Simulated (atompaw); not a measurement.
**Nd: one change to a PAW (atompaw) potential, before and after**

```json
{
  "Element": "neodymium",
  "Generator": "atompaw 4.2.0.5",
  "Type": "PAW",
  "Functional": "PBEsol",
  "Relativity": "scalar-relativistic",
  "Frozen core": "[Kr] 4d10 4f3",
  "Valence charge": "11",
  "Reference configuration": "5s2 5p6 5d1 6s2 6p0",
  "Partial waves": "5s (bound): rc 1.85 bohr; 6s (bound): rc 3.00 bohr; 5p (bound): rc 2.25 bohr; 6p (bound, empty): rc 2.60 bohr; 5d (bound): rc 3.00 bohr; 5d channel at 0.3 Ry: rc 3.00 bohr; 5f channel at -0.2 Ry: rc 2.85 bohr; 5f channel at 2.5 Ry: rc 2.85 bohr",
  "Local potential": "troulliermartins scheme with l = 4 at 0 Ry, radius 2.70 bohr",
  "Core correction": "smooth core density matched at 2.70 bohr",
  "Augmentation charge": "sinc compensation charge, radius 2.70 bohr; PAW radius 3.00 bohr; waves and projectors: custom polynom vanderbiltortho"
}
```

Change: local potential troulliermartins scheme with l = 4 at 0 Ry, radius 2.92 bohr.

Cutoffs: the cutoffs (Ry, on a coarse ladder) from which the occupation-weighted sum of valence levels, in a spherical-Bessel basis at the reference potential, stays within 10 and 1 mRy of its value at 400 Ry; they do not see the model core or the augmentation charge, which bear on the density cutoff.

**Question.** What does the change do?

**Answer.** The potential gets neither clearly harder nor softer (15 Ry and 25 Ry → 15 Ry and 25 Ry); both files keep a bound ghost (f); the range in which the d phases agree narrows (upper end at the end of the scan → 2.7).

```csv
quantity,base,changed
"cutoff, loose",15 Ry,15 Ry
"cutoff, tight",25 Ry,25 Ry
bound ghosts,f,f
s: phases at 3.01 bohr within 0.05 rad from the reference energy up to (Ry; the scan ends near 5),2.1,2.2
p: phases at 3.01 bohr within 0.05 rad from the reference energy up to (Ry; the scan ends near 5),4.9,4.8
d: phases at 3.01 bohr within 0.05 rad from the reference energy up to (Ry; the scan ends near 5),to the end of the scan,2.7
f: phases at 3.01 bohr within 0.05 rad from the reference energy up to (Ry; the scan ends near 5),0.7,0.6
lowest overlap eigenvalue by channel,"s 0.58, p 0.76, d 0.92, f 1.00","s 0.59, p 0.77, d 0.92, f 1.00"
```

 A true bound ghost makes a file unfit for plane-wave use even where its test errors are small: the radial tests pick states by their node count and pass the ghost by. The cutoffs see the waves, projectors and local potential, not the compensation charge or the core.
